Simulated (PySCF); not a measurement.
Compound: C₈H₁₀N₂.
Cartesian coordinates in Å at the PBE0-D3(BJ)/def2-SVP level; atoms count from 1:
```
atom  x, y, z in Å
C1     3.028   -1.022   -0.576
C2     1.720   -0.866   -0.334
C3     1.087    0.302    0.257
C4     1.654    1.539    0.669
N5     0.744    2.359    1.166
N6    -0.398    1.682    1.087
C7    -0.270    0.445    0.550
C8    -1.411   -0.481    0.395
C9    -1.825   -0.947   -0.974
C10   -2.701    0.001   -0.217
H11    3.761   -0.248   -0.332
H12    3.410   -1.940   -1.028
H13    1.037   -1.682   -0.596
H14    2.695    1.856    0.613
H15   -1.257    2.105    1.414
H16   -1.512   -1.220    1.199
H17   -2.150   -1.984   -1.084
H18   -1.265   -0.552   -1.825
H19   -3.634   -0.377    0.207
H20   -2.749    1.036   -0.565
```

All values: PBE0/pcSseg-1 (PySCF, non-relativistic), on one gas-phase PBE0-D3(BJ)/def2-SVP geometry that isn't relaxed in the solvent. The solvent is an IEF-PCM continuum (Bondi radii, 1.10 Å for H, scaled by 1.2). The model holds no explicit solvent molecules, cavitation or dispersion.

Gas phase at PBE0/pcSseg-1: HOMO -6.27 eV, LUMO -0.37 eV, dipole 2.94 D.

Question: What does the continuum do to the energy, the frontier levels and the dipole at PBE0/pcSseg-1 in benzene and dimethylsulfoxide?

Answer: 
```tsv
solvent	ε	E(solvent) − E(gas) (kcal/mol)	polarisation term (kcal/mol)	distortion of the solute (kcal/mol)	HOMO (eV)	LUMO (eV)	dipole (D)
benzene	2.271	-3.63	-3.86	0.23	-6.31	-0.39	3.37
dimethylsulfoxide	46.83	-8.18	-9.42	1.24	-6.39	-0.45	3.89
```

The polarisation term is half the interaction of the solute with the surface charges that it induces; the rest is the cost of distorting the solute's density. The sum is the electrostatic part of solvation alone. From benzene to dimethylsulfoxide the lowering changes by a factor 2.26, Onsager's factor (ε − 1)/(2ε + 1) by 2.11 and ε itself by 20.6.

Question: Which radius a makes the point-dipole formula ΔE = −[(ε − 1)/(2ε + 1)]·μ²/a³ give the value in dimethylsulfoxide, with the gas-phase dipole?

Answer: μ = 1.159 au and |ΔE| = 0.01304 Eh give a = 1.95 Å; the farthest nucleus lies 4.06 Å from the centroid of the nuclei, so such a sphere wouldn't even hold the nuclei. The formula assumes a rigid point dipole at the centre of a sphere.

Question: Give the dipole vector in the frame of the coordinates (D, pointing from negative to positive charge), gas and dimethylsulfoxide.

Answer: Gas (-2.53, -1.48, -0.34), solvent (-3.36, -1.92, -0.39). Its length changes by +32 % and its direction by 1°.

Question: Which Hirshfeld charges (PBE0/pcSseg-1) respond most in benzene (means over atoms taken as equivalent)?

Answer: 
| atoms | environment | gas (e) | solvent (e) | change |
| --- | --- | --- | --- | --- |
| N5 | pyridine-type nitrogen | -0.157 | -0.173 | -0.016 |
| H15 | N–H hydrogen | +0.154 | +0.162 | +0.008 |
| C4 | aromatic CH next to a ring nitrogen | -0.029 | -0.034 | -0.005 |
| C3 | substituted aromatic carbon | -0.052 | -0.056 | -0.004 |
| C1 | terminal =CH2 carbon | -0.111 | -0.115 | -0.004 |
| C7 | substituted aromatic carbon | +0.038 | +0.041 | +0.003 |
| H16 | methine hydrogen | +0.051 | +0.054 | +0.003 |
| C2 | alkene CH carbon | -0.051 | -0.054 | -0.003 |

Question: Which Mayer bond orders change most in benzene?

Answer: 
```
   bond  length (Å)    gas  solvent  change
  N6–C7       1.355  1.045    1.063  +0.018
  C3–C4       1.422  1.325    1.331  +0.006
  C7–C3       1.395  1.304    1.298  -0.006
 N6–H15       1.012  0.932    0.926  -0.006
  C4–N5       1.322  1.571    1.567  -0.004
 C4–H14       1.089  0.985    0.983  -0.002
 C9–H17       1.092  0.951    0.949  -0.002
C10–H20       1.093  0.952    0.950  -0.002
```

Question: How do the nuclear quadrupole coupling constants eQVzz/h respond in benzene?

Answer: 
```csv
nucleus,Q (barn),gas (MHz),solvent (MHz),η gas,η solvent
14N at N5,0.02044,-4.98,-4.86,0.56,0.59
14N at N6,0.02044,-3.42,-3.32,0.40,0.47
```
